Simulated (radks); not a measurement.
Values are calculated unless marked as measured or tabulated.
Task: Ionisation of C+, [He] 2s2 2p1, to C2+, [He] 2s2, under several functionals. Scalar-relativistic Kohn-Sham, spin-polarised, spherical densities, finite nucleus; open shells are filled with parallel spins first; a radial shooting solver on a logarithmic mesh with Libxc functionals. Known Delta-SCF values: B86b exchange with PBE correlation 24.634 eV; RPBE 24.511 eV; SOGGA 24.350 eV. What does exchange-only PBE give, and what is its highest occupied eigenvalue?

Result: 23.840 eV by Delta-SCF; the 2p eigenvalue is -17.038 eV. NIST: 24.383 eV (measured).
